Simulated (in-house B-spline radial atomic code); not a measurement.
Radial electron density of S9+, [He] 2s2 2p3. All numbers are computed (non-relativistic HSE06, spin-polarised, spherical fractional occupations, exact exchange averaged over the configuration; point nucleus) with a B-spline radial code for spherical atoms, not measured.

Columns: r (bohr), 4πr²n(r) (electrons per bohr), bar.

```
 0.00362   0.3959 #
 0.00421   0.5255 #
  0.0049   0.6963 ##
  0.0057   0.9184 ##
 0.00663    1.206 ###
 0.00772    1.579 ####
 0.00899    2.056 #####
  0.0105    2.672 ######
  0.0122    3.417 ########
  0.0142    4.342 ##########
  0.0165    5.446 #############
  0.0192    6.765 ################
  0.0223    8.265 ####################
   0.026    9.983 ########################
  0.0303    11.82 #############################
  0.0352    13.65 #################################
   0.041     15.4 #####################################
  0.0477    16.86 #########################################
  0.0555    17.85 ###########################################
  0.0646     18.2 ############################################
  0.0752    17.77 ###########################################
  0.0875    16.57 ########################################
   0.102    14.75 ####################################
   0.119    12.65 ###############################
   0.138     10.8 ##########################
   0.161    9.518 #######################
   0.187    9.185 ######################
   0.217    9.731 ########################
   0.253    10.84 ##########################
   0.295    11.87 #############################
   0.343    12.13 #############################
   0.399    11.26 ###########################
   0.464    9.301 ######################
   0.541    6.676 ################
   0.629    4.136 ##########
   0.732    2.147 #####
   0.852   0.9128 ##
   0.992   0.3077 #
    1.15  0.08282 
    1.34  0.01565 
    1.56 0.002089
```

On this grid the curve has 2 maxima, near 0.0646, 0.343 bohr.

The 2s up radial function P(r) = rR(r), positive near the nucleus:

| r (bohr) | P |
| --- | --- |
| 0.00125 | 0.04622 |
| 0.00169 | 0.06205 |
| 0.00229 | 0.08327 |
| 0.00311 | 0.1116 |
| 0.00421 | 0.1484 |
| 0.0057 | 0.1961 |
| 0.00772 | 0.257 |
| 0.0105 | 0.3338 |
| 0.0142 | 0.4243 |
| 0.0192 | 0.527 |
| 0.026 | 0.6338 |
| 0.0352 | 0.7265 |
| 0.0477 | 0.7743 |
| 0.0646 | 0.7318 |
| 0.0875 | 0.5457 |
| 0.119 | 0.1687 |
| 0.161 | -0.3767 |
| 0.217 | -0.9835 |
| 0.295 | -1.468 |
| 0.399 | -1.579 |
| 0.541 | -1.258 |
| 0.732 | -0.7125 |
| 0.992 | -0.2622 |
| 1.34 | -0.05593 |
